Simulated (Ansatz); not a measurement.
## Nudged elastic band run: H₃NOZn

Input file:

```yaml
crystal:
  periodic: [false, false, false]
  atoms:
    - { symbol: "N", position_ang: [1.217766, 0.774622, 0.142717] }
    - { symbol: Zn, position_ang: [-0.182794, -0.377395, -0.049042] }
    - { symbol: O, position_ang: [-1.339892, -1.713383, -0.248114] }
    - { symbol: H, position_ang: [1.325566, 1.463203, -0.60239] }
    - { symbol: H, position_ang: [1.244585, 1.290954, 1.022317] }
    - { symbol: H, position_ang: [-2.26523, -1.43801, -0.265488] }
basis:
  gaussian: { orbitals: def2-SVP }
hamiltonian:
  xc: b3lyp
  dispersion: d4
neb:
  order_check: false
  images: 7
  f_tol: 0.03
  max_iterations: 39
  initial_path: idpp
  final_atoms:
    - { symbol: "N", position_ang: [0.85683365, 1.12346694, 0.16167062] }
    - { symbol: Zn, position_ang: [-0.2222363, -0.33252848, -0.04632715] }
    - { symbol: O, position_ang: [-1.30836533, -1.72614967, -0.24799358] }
    - { symbol: H, position_ang: [1.50019062, 1.29934686, -0.61074659] }
    - { symbol: H, position_ang: [1.41901268, 1.12719471, 1.0133992] }
    - { symbol: H, position_ang: [-2.24543433, -1.49133936, -0.2700025] }
```

Command:

```bash
$ ansatz run input.yaml --threads 1 --pin off --max-ram 2048MiB --backend cpu --events-out ev --progress --plain --runs-dir out
```

Output, in part (warnings, iteration lines, the closing report on the highest movable image, with atoms numbered from 0):

```
NEB end point (image 0): max|allowed force component| = 3.240e-3 eV/Å (the criterion of neb.relax_end_points is 1.000e-2)
NEB end point (image 8): max|allowed force component| = 1.131e-2 eV/Å (the criterion of neb.relax_end_points is 1.000e-2)
NEB iter   1: max|band force component| = 5.027e-1 eV/Å  barrier→ = 0.0588 eV  barrier← = 0.0608 eV  Δτ_max = 0.1091 Å  (233 SCF iters)
NEB iter   2: max|band force component| = 3.416e-1 eV/Å  barrier→ = 0.0414 eV  barrier← = 0.0435 eV  CI = image 3  Δτ_max = 0.0567 Å  (212 SCF iters)
NEB iter   3: max|band force component| = 1.467e-1 eV/Å  barrier→ = 0.0355 eV  barrier← = 0.0376 eV  CI = image 3  Δτ_max = 0.0219 Å  (213 SCF iters)
NEB iter   4: max|band force component| = 3.832e-2 eV/Å  barrier→ = 0.0359 eV  barrier← = 0.0380 eV  CI = image 3  Δτ_max = 0.0073 Å  (208 SCF iters)
NEB iter   5: max|band force component| = 1.506e-2 eV/Å  barrier→ = 0.0359 eV  barrier← = 0.0380 eV  CI = image 3  Δτ_max = 0.0000 Å  (360 SCF iters)
Total energy: -51997.64821912 eV, -1910.8783267807 hartree
Atom 0 at     0.910927     1.021920     0.151048 Å, force     0.001586     0.001679     0.001491 eV/Å
Atom 1 at    -0.176439    -0.395140    -0.051434 Å, force    -0.002570    -0.000262     0.000667 eV/Å
Atom 2 at    -1.150305    -1.868040    -0.253179 Å, force     0.001687    -0.003948    -0.000186 eV/Å
Atom 3 at     1.301793     1.560682    -0.613175 Å, force    -0.000516     0.000019    -0.002472 eV/Å
Atom 4 at     1.216334     1.388238     1.045299 Å, force    -0.000019    -0.000578     0.000935 eV/Å
Atom 5 at    -2.102308    -1.707670    -0.278559 Å, force    -0.000168     0.003091    -0.000435 eV/Å
Dipole moment:    -0.085368     0.381661     0.036977 e Å
```

The forces met the threshold. A vibrational analysis at the climbing image gives one clearly imaginary mode, 340i cm⁻¹: a first-order saddle point.

Final band (atoms are numbered from 1 in the order of the input):

```
image  path coordinate (Å)  energy (eV)  height of N1 over the plane of its neighbours (Å)
    0                 0.00        0.000                                               0.34
    1                 0.11        0.008                                               0.25
    2                 0.22        0.026                                               0.13
    3                 0.33        0.036                                               0.00
    4                 0.40        0.032                                              -0.08
    5                 0.47        0.022                                              -0.15
    6                 0.54        0.010                                              -0.23
    7                 0.60        0.001                                              -0.29
    8                 0.67       -0.002                                              -0.34
```

Run time: 4.2 min on 1 thread of AMD EPYC (Zen 3), on a shared host, peak memory 0.16 GiB.
